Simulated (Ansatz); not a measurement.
Two isomers of C3H9FSi: A = `FCCC[SiH3]`, B = `C[Si](C)(C)F`.

Calculated with Ansatz (gas phase, PBE0-D4/def2-TZVP geometries, no zero-point term in ΔE). CCSD(T)/CBS adds triple-zeta CCSD(T) − MP2 to the extrapolated MP2 energy (def2 sets, frozen cores). DFT in def2-TZVPP. B3LYP here is the variant with VWN-RPA as its local correlation; programs differ in this. Each species was taken in one conformer, which may not be the lowest.

(1) Which isomer does CCSD(T)/CBS put lower? Give the gap. (Best estimate.)

(2) Give E(B) − E(A) in kJ/mol with HF/def2-TZVPP, CCSD(T)/def2-TZVPP, ωB97M-V, B3LYP, PBE-D4, PBE0-D4, CCSD/def2-TZVPP. (An estimate is asked.)

Largest T1 diagnostic: 0.010.

Answers

(1) Computed: B, by 328.2 kJ/mol.

(2) The calculation gave: HF/def2-TZVPP -314.5, CCSD(T)/def2-TZVPP -321.0, ωB97M-V -326.7, B3LYP -319.0, PBE-D4 -313.3, PBE0-D4 -318.8, CCSD/def2-TZVPP -321.4. None reverses the order clearly.

In def2-TZVPP, CCSD(T) changes the Hartree–Fock value by −6.5 kJ/mol (the triples alone add +0.5 kJ/mol) and MP2 by −20.3 kJ/mol. From PBE to PBE0 (25 % exact exchange), in def2-TZVPP and without D4, E(B) − E(A) moves by −5.6 kJ/mol.
